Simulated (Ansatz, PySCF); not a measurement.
CH5F3Si2, SMILES [Si@@H]([SiH](F)F)(C)F.

The structure is a stationary point at PBE0-D3(BJ)/def2-SVP. The structure was generated by enumeration; whether it is a known compound was not checked. The values are those of a single conformer.

Vertical ionisation energy (IE) and electron affinity (EA) in eV. Rows of orbital energies are one-electron estimates. Where ΔSCF, EOM or ADC give a negative EA the extra electron is unbound and the value depends on the basis.

```csv
level,IE,EA
"−ε(HOMO), −ε(LUMO), CAM-B3LYP/def2-TZVP (PySCF)",9.77,-0.15
"−ε(HOMO), −ε(LUMO), PBE/def2-TZVP (PySCF)",7.09,1.77
"ΔSCF, ωB97X-V/def2-SVPD (Ansatz), final states of multiplicity 2 and 2",10.80,-1.00
"ΔSCF, PBE/def2-SVPD (Ansatz), final states of multiplicity 2 and 2",10.14,-0.56
```

Problem. What vertical singlet–triplet gap does ΔSCF give with ωB97X-V/def2-SVPD (Ansatz, an electronic-structure program) and with PBE/def2-SVPD (Ansatz)? (The exact figures need the calculation; the answer reports its results.)

Solution. 5.83 and 5.00 eV (triplet above singlet where positive).
